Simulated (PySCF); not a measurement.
C$_{4}$H$_{12}$O$_{4}$Si, singlet, geometry from GFN2-xTB, with bond 11-1 at 2.0 times its length; DF-R2SCAN/6-31G** in PySCF.

Input for PySCF:
```python
from pyscf import gto, scf, dft

mol = gto.M(
    atom='''
C     0.011328   -2.168322   -1.643392
O    -0.159478   -0.793302   -1.408744
Si    0.000000    0.000000   -0.000000
O    -0.540591    1.506810   -0.276778
C    -1.720049    1.887156   -0.939446
O    -0.805548   -0.883985    1.099538
C    -0.823357   -0.710385    2.493977
O     1.505617    0.170477    0.585984
C     2.532077    0.991551    0.088861
H    -0.595013   -2.752206   -0.950401
H     2.106541   -2.734233   -1.398009
H    -0.303515   -2.366037   -2.668592
H    -1.693490    2.971033   -1.056736
H    -2.597436    1.603212   -0.354499
H    -1.779200    1.409880   -1.917974
H     0.192878   -0.675928    2.887535
H    -1.336130    0.216752    2.758697
H    -1.357888   -1.559236    2.921740
H     2.874632    0.631313   -0.883497
H     2.181335    2.018254   -0.019160
H     3.354894    0.954240    0.803588
''',
    basis='6-31g**',
    charge=0,
    spin=0,
    verbose=4,
)

mf = dft.RKS(mol)
mf.xc = 'r2scan'
mf.conv_tol = 1e-12
mf = mf.density_fit(auxbasis='def2-universal-jkfit')
mf.kernel()
```

Predict the main parts of the log of this PySCF run.


```
PySCF version 2.14.0

[INPUT] verbose = 4
[INPUT] num. atoms = 21
[INPUT] num. electrons = 82
[INPUT] charge = 0
[INPUT] spin (= nelec alpha-beta = 2S) = 0
[INPUT] symmetry False subgroup None
[INPUT] Mole.unit = angstrom
[INPUT] Symbol           X                Y                Z      unit          X                Y                Z       unit  Magmom
[...]
nuclear repulsion = 629.698229371918
number of shells = 92
number of NR pGTOs = 351
number of NR cGTOs = 190
basis = 6-31g**
ecp = {}

******** <class 'pyscf.df.df_jk.DFRKS'> ********
method = DFRKS
initial guess = minao
damping factor = 0
level_shift factor = 0
DIIS = <class 'pyscf.scf.diis.CDIIS'>
diis_start_cycle = 1
diis_space = 8
diis_damp = 0
SCF conv_tol = 1e-12
SCF conv_tol_grad = None
SCF max_cycles = 50
direct_scf = False
XC library pyscf.dft.libxc version 7.1.2
    S. Lehtola, C. Steigemann, M. J. T. Oliveira, and M. A. L. Marques,  SoftwareX 7, 1–5 (2018)
XC functionals = r2scan
    J. W. Furness, A. D. Kaplan, J. Ning, J. P. Perdew, and J. Sun,  J. Phys. Chem. Lett. 11, 8208–8215 (2020)
    J. W. Furness, A. D. Kaplan, J. Ning, J. P. Perdew, and J. Sun,  J. Phys. Chem. Lett. 11, 9248–9248 (2020)
    J. W. Furness, A. D. Kaplan, J. Ning, J. P. Perdew, and J. Sun,  J. Phys. Chem. Lett. 11, 8208–8215 (2020)
    J. W. Furness, A. D. Kaplan, J. Ning, J. P. Perdew, and J. Sun,  J. Phys. Chem. Lett. 11, 9248–9248 (2020)
radial grids:
    Treutler-Ahlrichs [JCP 102, 346 (1995); DOI:10.1063/1.469408] (M4) radial grids

becke partition: Becke, JCP 88, 2547 (1988); DOI:10.1063/1.454033
pruning grids: <function nwchem_prune>
grids dens level: 3
symmetrized grids: False
atomic radii adjust function: <function treutler_atomic_radii_adjust>
small_rho_cutoff = 0
Set gradient conv threshold to 1e-06
Initial guess from minao.
tot grids = 249680
init E= -750.49054015276
[...]
cycle= 1 E= -749.461319449465  delta_E= 1.03  |g|= 1.21  |ddm|= 4.14
[...]
cycle= 2 E= -748.445080205114  delta_E= 1.02  |g|= 2.37  |ddm|= 2.95
[...]
cycle= 3 E= -749.67591919562  delta_E= -1.23  |g|= 0.452  |ddm|= 2.41
[...]
cycle= 4 E= -749.718455681463  delta_E= -0.0425  |g|= 0.263  |ddm|= 0.722
[...]
cycle= 5 E= -749.725032820842  delta_E= -0.00658  |g|= 0.207  |ddm|= 0.501
[...]
cycle= 6 E= -749.741698092634  delta_E= -0.0167  |g|= 0.0533  |ddm|= 0.309
[...]
cycle= 7 E= -749.743126675376  delta_E= -0.00143  |g|= 0.0103  |ddm|= 0.0877
[...]
cycle= 8 E= -749.743165595375  delta_E= -3.89e-05  |g|= 0.00216  |ddm|= 0.0119
[...]
cycle= 9 E= -749.743166795239  delta_E= -1.2e-06  |g|= 0.000832  |ddm|= 0.00312
[...]
cycle= 10 E= -749.743167042846  delta_E= -2.48e-07  |g|= 0.00027  |ddm|= 0.00103
[...]
cycle= 11 E= -749.743167053719  delta_E= -1.09e-08  |g|= 0.000131  |ddm|= 0.000322
[...]
cycle= 12 E= -749.743167057985  delta_E= -4.27e-09  |g|= 2.47e-05  |ddm|= 0.000116
[...]
cycle= 13 E= -749.743167058243  delta_E= -2.58e-10  |g|= 5.04e-06  |ddm|= 3.56e-05
[...]
cycle= 14 E= -749.743167058246  delta_E= -3.18e-12  |g|= 3.2e-06  |ddm|= 7.45e-06
[...]
cycle= 15 E= -749.743167058251  delta_E= -5.46e-12  |g|= 3.16e-07  |ddm|= 2.83e-06
[...]
cycle= 16 E= -749.743167058248  delta_E= 2.96e-12  |g|= 4.12e-07  |ddm|= 6.92e-07
[...]
cycle= 17 E= -749.743167058249  delta_E= -1.14e-12  |g|= 4.11e-08  |ddm|= 3.95e-07
[...]
cycle= 18 E= -749.743167058248  delta_E= 1.36e-12  |g|= 1e-08  |ddm|= 3.92e-08
[...]
cycle= 19 E= -749.743167058251  delta_E= -3.18e-12  |g|= 1.35e-08  |ddm|= 1.11e-08
[...]
cycle= 20 E= -749.743167058248  delta_E= 3.64e-12  |g|= 7.88e-09  |ddm|= 7.83e-09
[...]
cycle= 21 E= -749.743167058248  delta_E=    0  |g|= 1.02e-08  |ddm|= 7.23e-09
[...]
Extra cycle  E= -749.743167058251  delta_E= -3.41e-12  |g|= 3.9e-08  |ddm|= 6.11e-08
converged SCF energy = -749.743167058251
```
